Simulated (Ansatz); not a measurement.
`C[O][Ge][Cl]` + `C[O][SnH2][SeH]` → `C[O][SnH]([CH3])[SeH]` + `[OH][Ge][Cl]`  (formal exchange of groups at a C–O bond)

Isolated molecules relaxed with PBE0-D4/def2-TZVP in Ansatz; ΔE leaves out vibrations. CBS: MP2 limit from def2 TZ/QZ plus the TZ coupled-cluster correction, frozen cores. Elements past krypton have def2 core potentials. For Ge, Se, Sn outer-core shells are correlated without core-valence functions, which leaves a few kJ/mol of doubt a bond. Scalar relativity is left out up to krypton. One conformer a species, not always the lowest.

| species | CCSD/def2-TZVPP energy (Eh) |
| --- | --- |
| `C[O][Ge][Cl]` | -2650.32131 |
| `C[O][SnH2][SeH]` | -2730.52968 |
| `C[O][SnH]([CH3])[SeH]` | -2769.77647 |
| `[OH][Ge][Cl]` | -2611.10908 |

(1) Work out ΔE.

Largest T1 diagnostic among the species: 0.015.

## Answers

(1) ΔE = (-2769.77647) + (-2611.10908) − (-2650.32131) − (-2730.52968) = -0.03456 Eh = -90.7 kJ/mol. CCSD(T)/CBS gives -96.0 kJ/mol.

In def2-TZVPP, CCSD(T) changes the Hartree–Fock value by −13.3 kJ/mol (the triples alone add −0.5 kJ/mol) and MP2 by −22.5 kJ/mol.
